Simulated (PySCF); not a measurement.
Vertical excitations of a molecule C2H8BNO from PySCF 2.14.0 with TDDFT-PBE/def2-SVPD, as energy in eV (oscillator strength): 5.92 (0.025), 6.76 (0.003), 6.79 (0.003), 6.94 (0.001), 7.29 (0.004), 7.61 (0.008), 7.65 (0.059), 7.72 (0.096), 7.81 (0.006), 7.87 (0.000). Lowest triplet (TDA): 5.76 eV. Geometry optimised at PBE-D3(BJ)/def2-SVP. One conformer was computed; it need not be the lowest.

Question: Which structure fits?
(A) COB(C)N
(B) CNB(C)O
(C) CCB(N)O
(D) CNBOC

Answer: A, COB(C)N
